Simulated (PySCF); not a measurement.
BaI2, SMILES [I][Ba][I].

The structure is a stationary point at B3LYP-D3(BJ)/def2-SVP. The def2 effective core potentials stand for the cores of Ba, I; spin–orbit coupling is left out.

Two levels are set side by side: TDA-PBE/def2-SVPD (PySCF) and TDA-LC-ωPBE/def2-SVPD (PySCF). Vertical, same geometry. The lowest singlet is HOMO→LUMO 100 % with PBE and HOMO→LUMO 85 % with the other functional; states are paired by order. Differences are taken from unrounded values.

```json
[
 {"quantity": "lowest singlet excitation (eV)", "TDA-LC-ωPBE": "4.81"},
 {"quantity": "lowest triplet excitation (TDA) (eV)", "TDA-LC-ωPBE": "4.72"}
]
```

Problem. What does TDA-PBE give, and how far is it from TDA-LC-ωPBE? (Estimate from the structure and the level; the computed values follow.)

Solution. 
```csv
quantity,TDA-PBE,TDA-PBE minus TDA-LC-ωPBE
lowest singlet excitation (eV),2.97,-1.84
lowest triplet excitation (TDA) (eV),2.93,-1.78
```

A lower first singlet is the usual sign of a functional without exact exchange. Differences between two approximate levels are no errors against the true value.

Rough cost on one machine, each run with all the roots and properties that it gave: TDA-LC-ωPBE against TDA-PBE about 4 times.
